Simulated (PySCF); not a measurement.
PySCF 2.14 output of an unrestricted PBE calculation on a single atom or ion in aug-cc-pwCVTZ-DK with one added diffuse shell each of s, p, d, f, g type (11s10p8d5f4g, 152 functions), with scalar relativity by spin-free X2C-1e:

```
SCF conv_tol = 1e-09
number electrons alpha = 14  beta = 9
    J. P. Perdew, K. Burke, and M. Ernzerhof.,  Phys. Rev. Lett. 77, 3865 (1996)
    J. P. Perdew, K. Burke, and M. Ernzerhof.,  Phys. Rev. Lett. 78, 1396 (1997)
    J. P. Perdew, K. Burke, and M. Ernzerhof.,  Phys. Rev. Lett. 77, 3865 (1996)
    J. P. Perdew, K. Burke, and M. Ernzerhof.,  Phys. Rev. Lett. 78, 1396 (1997)
cycle= 1 E= -1050.23533476789  delta_E= -0.0183  |g|= 0.0513  |ddm|= 1.08
cycle= 2 E= -1050.23498126158  delta_E= 0.000354  |g|= 0.0718  |ddm|= 0.236
cycle= 3 E= -1050.2360412289  delta_E= -0.00106  |g|= 0.0032  |ddm|= 0.14
cycle= 4 E= -1050.23604356509  delta_E= -2.34e-06  |g|= 0.000474  |ddm|= 0.00387
cycle= 5 E= -1050.23604361177  delta_E= -4.67e-08  |g|= 1.81e-05  |ddm|= 0.00135
cycle= 6 E= -1050.23604361186  delta_E= -9.48e-11  |g|= 3.52e-06  |ddm|= 0.000109
converged SCF energy = -1050.23604361186  <S^2> = 8.7502262  2S+1 = 6.0000754
```

The run itself started from symmetry-adapted Hartree-Fock orbitals and held the occupation by maximum overlap, on a logarithmic radial grid, so the iterations belong to that start.

**Question.** Which element, charge and spin multiplicity is this?

**Answer.** Cr+ (chromium, charge +1), multiplicity 6; the state was [Ar] 3d4 4s1, high-spin 6D determinant (an excited configuration).
